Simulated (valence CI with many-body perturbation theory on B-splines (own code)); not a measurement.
Results of a calculation; reference values are marked as such.
Tc XXXIX: magnetic and hyperfine properties of the levels

Method: configuration interaction combined with many-body perturbation theory (CI+MBPT): three valence electrons over a frozen Dirac-Fock core [He], a basis of 11 s, 11 p, 10 d, 8 f, 5 g, 2 h functions for each j, with the one-electron correlation potential Σ1, the two-electron term Σ2, the three-electron term Σ3, Breit, model QED; selected CI, second order for the rest, scaled by the run's own slope (own B-spline code, finite nucleus).

No measured spectrum was set against this ion. As an estimate, large intervals hold to a few tenths of a per cent, small ones and those within an open d or f shell to about a per cent.

A/g_I is the dipole constant over the nuclear g factor μ/I (μ in nuclear magnetons, uniformly magnetised nucleus), B/Q the quadrupole constant per barn. Both hold the static response of the core; the bare values leave it out. Large factors of s and p1/2 electrons are usually good to 5 to 10 %; those of open d and f shells near neutrality can be off by tens of per cent, and small factors of p3/2, d and f electrons come from cancelling terms and can be off by a factor of two or in sign, in half-filled shells by more. B is blank for J = 1/2, where it vanishes, and for nearly pure S terms. Energies count from the lowest level.

Levels are named by their leading jj configuration (3d3/2^4 stands for four electrons in 3d with j = 3/2), which in mixed levels can hold well under half, so a name can repeat and another be missing. Letters in brackets count levels of one name in rising energy.

```tsv
Level	E (eV)	g	A/g_I (MHz)	A/g_I bare	B/Q (MHz/b)	B/Q bare
(2s^2 2p1/2) J=1/2	0.0	0.651	889000	881000		
(2s 2p1/2^2) J=1/2	115.2	2.345	2480000	2450000		
(2s^2 2p3/2) J=3/2	132.4	1.322	150000	154000	280000	281000
(2s 2p1/2 2p3/2) J=3/2 [a]	214.6	1.684	710000	707000	223000	224000
(2s 2p1/2 2p3/2) J=5/2	238.6	1.406	801000	796000	89600	89800
(2s 2p1/2 2p3/2) J=3/2 [b]	278.1	0.932	-7380	860	227000	228000
(2s 2p1/2 2p3/2) J=1/2	282.9	1.144	-604000	-586000		
(2s 2p3/2^2) J=5/2	366.0	1.371	691000	686000	191000	191000
(2p1/2^2 2p3/2) J=3/2	407.3	1.430	119000	131000	231000	232000
(2s 2p3/2^2) J=1/2	422.0	1.811	2700000	2660000		
(2s 2p3/2^2) J=3/2	423.2	1.217	-345000	-328000	-115000	-115000
(2p1/2 2p3/2^2) J=3/2	517.6	1.401	724	12300	70200	70300
(2p1/2 2p3/2^2) J=5/2	533.5	1.188	290000	295000	-1460	-1470
(2p1/2 2p3/2^2) J=1/2	563.3	0.651	891000	880000		
(2p3/2^3) J=3/2	676.9	1.270	148000	156000	-299000	-300000
(2s^2 3s) J=1/2	3119.0	1.996	807000	796000		
(2s^2 3p1/2) J=1/2	3160.9	0.669	253000	251000		
(2s^2 3p3/2) J=3/2	3197.0	1.364	281000	279000	69100	69200
(2s 2p1/2 3s) J=1/2 [a]	3201.0	2.444	1600000	1570000		
(2s 2p1/2 3s) J=3/2	3217.8	1.575	1200000	1190000	-74300	-74400
(2s 2p1/2 3s) J=1/2 [b]	3229.0	0.748	1280000	1260000		
(2s^2 3d3/2) J=3/2	3233.9	0.806	85400	84500	15400	15600
(2s 2p1/2 3p1/2) J=1/2 [a]	3236.7	0.244	-181000	-175000		
(2s^2 3d5/2) J=5/2	3245.8	1.196	15700	15600	22000	22300
(2s 2p1/2 3p1/2) J=3/2	3251.0	1.158	1190000	1170000	-77800	-78000
(2s 2p1/2 3p1/2) J=1/2 [b]	3269.9	2.096	2670000	2640000		
(2s 2p1/2 3p3/2) J=3/2 [a]	3282.5	1.422	169000	169000	72000	72100
(2s 2p1/2 3p3/2) J=1/2	3294.3	1.222	-987000	-971000		
(2s 2p1/2 3p3/2) J=5/2	3296.6	1.361	719000	711000	4.87	-26.5
(2s 2p1/2 3p3/2) J=3/2 [b]	3300.1	1.239	393000	390000	76400	76600
(2s 2p1/2 3d3/2) J=3/2 [a]	3307.6	0.535	-253000	-248000	24600	24900
(2s 2p1/2 3d3/2) J=5/2	3319.8	1.075	456000	450000	-24600	-24500
(2s 2p1/2 3d5/2) J=5/2 [a]	3325.8	1.431	543000	537000	86100	86400
(2s 2p1/2 3d3/2) J=1/2	3332.1	0.367	-1090000	-1070000		
(2s 2p1/2 3d3/2) J=3/2 [b]	3332.3	1.284	491000	483000	45700	45800
(2s 2p3/2 3s) J=5/2	3334.8	1.483	656000	650000	193000	194000
(2s 2p1/2 3d5/2) J=7/2	3338.6	1.259	509000	502000	-67900	-67800
(2s 2p3/2 3s) J=3/2 [a]	3347.0	1.383	853000	846000	193000	194000
(2s 2p1/2 3d5/2) J=3/2	3348.5	1.019	-382000	-377000	5980	6150
(2s 2p1/2 3d5/2) J=5/2 [b]	3349.6	1.049	103000	103000	77600	77900
```

**Question.** Take the isotope of mass number 99, with I = 9/2, μ = 5.678 μN and Q = -0.129 b. What is the hyperfine structure of (2s 2p1/2 2p3/2) J=1/2?

**Answer.** From the table A = -763000 MHz. Shifts from the centre of gravity in MHz: F = 4: 2100000, F = 5: -1720000.
